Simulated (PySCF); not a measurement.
# Spin states of GaCl⁺

Unrestricted PBE0; Ga cc-pVTZ-PP with ECP10, Cl cc-pV(T+d)Z; scalar-relativistic core potentials (PySCF 2.14). Outer shells of the fragments: Ga+ 3d10 4s2; Cl 3s2 3p5.

Followed along the bond (rough minima from three points):

| 2Ms+1 | unpaired | ⟨S²⟩ at the start | R at minimum (Å) | Te (eV) |
| --- | --- | --- | --- | --- |
| 2 | σ ↑ | 0.76 | 2.11 | 0.00 |
| 2 | π ↑ | 0.75 | none in the scan | ≤ 0.88 |
| 4 | σ ↑, π ↑↑ | 3.76 | none in the scan | ≤ 5.33 |

Solutions found at the starting distance of 2.275 Å, counted from the lowest of them; the search is not exhaustive and high or unbound solutions are not listed, so other states can lie among these:

| 2Ms+1 | unpaired | term | E (eV) | ⟨S²⟩ | ⟨Lz²⟩ | μ (D) |
| --- | --- | --- | --- | --- | --- | --- |
| 2 | σ ↑ | ²Σ⁺ | 0.00 | 0.76 | 0.00 | -3.30 |
| 2 | π ↑ | ²Π | 1.12 | 0.75 | 1.01 | 0.59 |
| 2 | π ↑ | ²Π | 5.19 | 0.87 | 1.00 | -2.46 |
| 4 | σ ↑, π ↑↑ | mixed | 5.22 | 3.76 | 2.01 | 0.90 |
| 4 | σ ↑, π ↑↑ | mixed | 5.38 | 3.76 | 2.01 | 0.97 |
| 4 | σ ↑↑, π ↑ | ⁴Π | 7.30 | 3.76 | 1.00 | -0.30 |
| 4 | σ ↑↑, π ↑ | ⁴Π | 7.38 | 3.75 | 1.01 | 1.45 |
| 4 | σ ↑↑↑ | ⁴Σ⁺ | 9.43 | 3.76 | 0.00 | -0.01 |

A term symbol is given only where ⟨S²⟩ and ⟨Lz²⟩ are close to those of a pure state; real π, δ and φ orbitals otherwise mix terms. A positive dipole points towards Cl; it is taken about the centre of mass and depends on that origin.

Spin–orbit coupling is left out. Counting both spins, an empty level lies below a filled one in some of these solutions, because spin and occupation are held.
